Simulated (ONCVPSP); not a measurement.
## bismuth: one change to an ONCV potential, before and after

* Element: Bi (Z = 83)
* Generator: ONCVPSP 4.0.1
* Type: optimised norm-conserving Vanderbilt (ONCV)
* Functional: PW91
* Relativity: fully relativistic
* Frozen core: [Kr] 4d10 4f14
* Valence charge: 23
* Reference configuration: 5s2 5p6 5d10 6s2 6p2 (charge +1)
* Partial waves: 5s+6s: rc 1.50 bohr, ncon 5, nbas 10, qcut 8.5 1/bohr, 2 projectors; 5p+6p: rc 1.80 bohr, ncon 4, nbas 7, qcut 6.9 1/bohr, 2 projectors; 5d: rc 1.20 bohr, ncon 4, nbas 7, qcut 8.1 1/bohr, 2 projectors, debl 1.3 Ha
* Local potential: polynomial inside 1.10 bohr (lpopt 3, dvloc0 -1 Ha)
* Core correction: Teter function fitted to the true core (icmod 2), fcfact 0.15

Open shells are filled in proportion to 2j + 1.

All-electron outer shells of the reference configuration (PW91, scalar-relativistic, ld1.x):

| shell | level (eV) | outermost node (bohr) | outermost maximum (bohr) |
| --- | --- | --- | --- |
| 4d | -438.31 | 0.19 | 0.38 |
| 5s | -166.04 | 0.44 | 0.77 |
| 4f | -160.86 | – | 0.34 |
| 5p | -104.06 | 0.48 | 0.86 |
| 5d | -35.24 | 0.51 | 1.03 |
| 6s | -22.20 | 0.98 | 1.86 |
| 6p | -11.51 | 1.14 | 2.35 |

Change: p: rc 2.

Cutoffs: the cutoffs (Ha) at which the residual kinetic energy of the hardest occupied pseudo-wave falls to 1 and 0.1 mHa per electron; they do not see the model core or the augmentation charge, which bear on the density cutoff. Errors are all-electron minus pseudo energies relative to the spin-unpolarised reference configuration.

Task: How do hardness, ghosts and transferability respond?

Result: The potential gets neither clearly harder nor softer (29 Ha and 83 Ha → 29 Ha and 83 Ha); of the 4 tests that both files solve, the error grows in 2 and shrinks in 0 by more than 15 % and 0.3 meV (median size 0.5 → 1.0 meV); neither file shows a bound ghost.

| quantity | base | changed |
| --- | --- | --- |
| cutoff, loose | 29 Ha | 29 Ha |
| cutoff, tight | 83 Ha | 83 Ha |
| loose cutoff by channel | s 29 Ha, p 20 Ha, d 26 Ha | s 29 Ha, p 19 Ha, d 26 Ha |
| bound ghosts | none | none |
| GHOST(+) flags under 300 eV | s at 261.3 eV | s at 261.3 eV |
| error for 5s2 5p6 5d10 6s2 6p3, meV [ΔE -8.12 eV] | -0.2 | 0.0 |
| error for 5s2 5p6 5d10 6s2 6p1, meV [ΔE 15.50 eV] | -0.1 | -0.2 |
| error for 5s2 5p6 5d10 6s2 6p0, meV [ΔE 39.16 eV] | -1.4 | -1.8 |
| error for 5s2 5p6 5d9 6s2 6p4, meV [ΔE 15.77 eV] | -0.8 | +3.1 |
| s: phases at 1.53 bohr within 0.05 rad from the reference energy up to (Ha; the scan ends near 5) | to the end of the scan | to the end of the scan |
| d5/2: phases at 1.22 bohr within 0.05 rad from the reference energy up to (Ha; the scan ends near 5) | to the end of the scan | to the end of the scan |
| d3/2: phases at 1.22 bohr within 0.05 rad from the reference energy up to (Ha; the scan ends near 5) | to the end of the scan | to the end of the scan |
| rms error of d²Exc/dni dnj with the model core, mHa | 3.62 | 3.57 |
